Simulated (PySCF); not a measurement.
ethylmethylamine (C$_{3}$H$_{9}$N), singlet, geometry from GFN2-xTB; DF-B3LYP/cc-pVDZ in PySCF.

Here is a job for PySCF.
```python
from pyscf import gto, scf, dft

mol = gto.Mole()
mol.atom = '''
    C    -1.874005   -0.074415    0.259266
    C    -0.479674   -0.523144   -0.153579
    N     0.484968    0.532568    0.091661
    C     1.838812    0.155772   -0.251606
    H    -2.129173    0.850176   -0.251081
    H    -2.606847   -0.834892    0.002449
    H    -1.917267    0.100445    1.332520
    H    -0.218663   -1.459618    0.374707
    H    -0.462663   -0.735245   -1.227576
    H     0.443269    0.803098    1.070759
    H     2.508141    0.981452   -0.016887
    H     1.885845   -0.036069   -1.324249
    H     2.191792   -0.746607    0.273242
'''
mol.basis = 'cc-pvdz'
mol.charge = 0
mol.spin = 0
mol.verbose = 4
mol.build()

mf = dft.RKS(mol)
mf.xc = 'b3lyp'
mf = mf.density_fit(auxbasis='def2-universal-jkfit')
mf.kernel()
```

Task: Write the output that PySCF gives for this input, abridged.

Result: 
```
PySCF version 2.14.0

[INPUT] verbose = 4
[INPUT] num. atoms = 13
[INPUT] num. electrons = 34
[INPUT] charge = 0
[INPUT] spin (= nelec alpha-beta = 2S) = 0
[INPUT] symmetry False subgroup None
[INPUT] Mole.unit = angstrom
[INPUT] Symbol           X                Y                Z      unit          X                Y                Z       unit  Magmom
[INPUT]  1 C     -1.874005000000  -0.074415000000   0.259266000000 AA   -3.541356206066  -0.140623969560   0.489941733411 Bohr   0.0
[INPUT]  2 C     -0.479674000000  -0.523144000000  -0.153579000000 AA   -0.906452489075  -0.988598883709  -0.290222248485 Bohr   0.0
[INPUT]  3 N      0.484968000000   0.532568000000   0.091661000000 AA    0.916456699178   1.006407662707   0.173214186304 Bohr   0.0
[INPUT]  4 C      1.838812000000   0.155772000000  -0.251606000000 AA    3.474851074564   0.294366417876  -0.475466431297 Bohr   0.0
[INPUT]  5 H     -2.129173000000   0.850176000000  -0.251081000000 AA   -4.023553841819   1.606599797678  -0.474474325082 Bohr   0.0
[INPUT]  6 H     -2.606847000000  -0.834892000000   0.002449000000 AA   -4.926226878644  -1.577717223590   0.004627939279 Bohr   0.0
[INPUT]  7 H     -1.917267000000   0.100445000000   1.332520000000 AA   -3.623109537666   0.189813540582   2.518097855505 Bohr   0.0
[INPUT]  8 H     -0.218663000000  -1.459618000000   0.374707000000 AA   -0.413213183576  -2.758278266485   0.708093606957 Bohr   0.0
[INPUT]  9 H     -0.462663000000  -0.735245000000  -1.227576000000 AA   -0.874306357970  -1.389411684456  -2.319782437089 Bohr   0.0
[INPUT] 10 H      0.443269000000   0.803098000000   1.070759000000 AA    0.837657009510   1.517635271186   2.023441255413 Bohr   0.0
[INPUT] 11 H      2.508141000000   0.981452000000  -0.016887000000 AA    4.739699571793   1.854675484407  -0.031911805066 Bohr   0.0
[INPUT] 12 H      1.885845000000  -0.036069000000  -1.324249000000 AA    3.563730563380  -0.068160531587  -2.502467930729 Bohr   0.0
[INPUT] 13 H      2.191792000000  -0.746607000000   0.273242000000 AA    4.141886602013  -1.410882752683   0.516352545728 Bohr   0.0

nuclear repulsion = 133.656485460493
number of shells = 47
number of NR pGTOs = 167
number of NR cGTOs = 101
basis = cc-pvdz
ecp = {}

******** <class 'pyscf.df.df_jk.DFRKS'> ********
method = DFRKS
initial guess = minao
damping factor = 0
level_shift factor = 0
DIIS = <class 'pyscf.scf.diis.CDIIS'>
diis_start_cycle = 1
diis_space = 8
diis_damp = 0
SCF conv_tol = 1e-09
SCF conv_tol_grad = None
SCF max_cycles = 50
direct_scf = False
XC library pyscf.dft.libxc version 7.1.2
    S. Lehtola, C. Steigemann, M. J. T. Oliveira, and M. A. L. Marques,  SoftwareX 7, 1–5 (2018)
XC functionals = b3lyp
    P. J. Stephens, F. J. Devlin, C. F. Chabalowski, and M. J. Frisch,  J. Phys. Chem. 98, 11623 (1994)
radial grids:
    Treutler-Ahlrichs [JCP 102, 346 (1995); DOI:10.1063/1.469408] (M4) radial grids

becke partition: Becke, JCP 88, 2547 (1988); DOI:10.1063/1.454033
pruning grids: <function nwchem_prune>
grids dens level: 3
symmetrized grids: False
atomic radii adjust function: <function treutler_atomic_radii_adjust>
small_rho_cutoff = 0
Set gradient conv threshold to 3.16228e-05
Initial guess from minao.
tot grids = 144528
******** <class 'pyscf.df.df.DF'> ********
auxbasis = def2-universal-jkfit
init E= -174.652529503297
  HOMO = -0.276341913445421  LUMO = 0.0138969707097263  gap/eV = 7.89780
cycle= 1 E= -174.43792109162  delta_E= 0.215  |g|= 0.405  |ddm|= 3.11
  HOMO = -0.13494893451934  LUMO = 0.0826602693649567  gap/eV = 5.92145
cycle= 2 E= -174.418107193308  delta_E= 0.0198  |g|= 0.505  |ddm|= 0.977
  HOMO = -0.219077683034237  LUMO = 0.0601952410112818  gap/eV = 7.59940
cycle= 3 E= -174.482351026254  delta_E= -0.0642  |g|= 0.0496  |ddm|= 0.559
  HOMO = -0.213038761381947  LUMO = 0.0605022074868589  gap/eV = 7.44343
cycle= 4 E= -174.482780169155  delta_E= -0.000429  |g|= 0.0223  |ddm|= 0.0514
  HOMO = -0.215561751962165  LUMO = 0.0605811843741613  gap/eV = 7.51423
cycle= 5 E= -174.482888942739  delta_E= -0.000109  |g|= 0.00312  |ddm|= 0.0182
  HOMO = -0.215527736183166  LUMO = 0.0604417521277125  gap/eV = 7.50951
cycle= 6 E= -174.482891056772  delta_E= -2.11e-06  |g|= 0.00081  |ddm|= 0.00291
  HOMO = -0.215516863961923  LUMO = 0.0604675993912869  gap/eV = 7.50992
cycle= 7 E= -174.48289121366  delta_E= -1.57e-07  |g|= 0.00019  |ddm|= 0.000772
  HOMO = -0.215507447843261  LUMO = 0.0604714813884981  gap/eV = 7.50977
cycle= 8 E= -174.482891222254  delta_E= -8.59e-09  |g|= 3.32e-05  |ddm|= 0.000168
  HOMO = -0.215507862082638  LUMO = 0.0604704130523346  gap/eV = 7.50975
cycle= 9 E= -174.482891222563  delta_E= -3.09e-10  |g|= 4.78e-06  |ddm|= 3.87e-05
  HOMO = -0.215507381979732  LUMO = 0.0604707954432628  gap/eV = 7.50975
Extra cycle  E= -174.482891222566  delta_E= -3.07e-12  |g|= 3.55e-06  |ddm|= 8.24e-06
converged SCF energy = -174.482891222566
```
